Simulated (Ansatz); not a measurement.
`C1[SiH2]C[SiH2][SiH2]1`, relaxed with RKS PBE0-D4/def2-TZVP in Ansatz 0.2.0 from a PBE-D4/def2-SVP geometry. The force threshold is 0.005 eV/Å; the program also tests the step.

Total charge 0; spin multiplicity 1.

Start:

```xyz
15

C     1.631    0.087   -0.043
Si    0.394    0.623   -1.384
C    -1.225    0.982   -0.453
Si   -1.507   -0.440    0.795
Si    0.737   -1.139    1.122
H     1.918    0.985    0.547
H     2.560   -0.343   -0.469
H     0.174   -0.519   -2.344
H     0.880    1.814   -2.171
H    -1.098    1.928    0.116
H    -2.088    1.116   -1.136
H    -2.341   -1.531    0.174
H    -2.210    0.030    2.044
H     0.947   -2.558    0.659
H     1.229   -1.035    2.542
```

Q: By how much does the energy fall, and how many steps does the optimiser take? (An estimate is asked.)

A: Ansatz gave: 5.34 kJ/mol, in 5 steps.

Q: Which bonds change most? (Estimate.)

A: Ansatz gave: C1–Si2 from 1.902 to 1.879 Å; Si2–C3 from 1.902 to 1.879 Å; C1–Si5 from 1.913 to 1.891 Å; C3–Si4 from 1.913 to 1.890 Å.

Q: Give the relaxed structure. (Estimate.)

A: The calculation gave: 
```xyz
15

C     1.619    0.091   -0.038
Si    0.387    0.613   -1.356
C    -1.215    0.978   -0.446
Si   -1.494   -0.432    0.782
Si    0.734   -1.128    1.105
H     1.903    0.975    0.544
H     2.533   -0.331   -0.463
H     0.165   -0.527   -2.292
H     0.866    1.777   -2.154
H    -1.093    1.912    0.114
H    -2.061    1.108   -1.125
H    -2.323   -1.503    0.162
H    -2.188    0.026    2.018
H     0.950   -2.526    0.639
H     1.217   -1.033    2.511
```
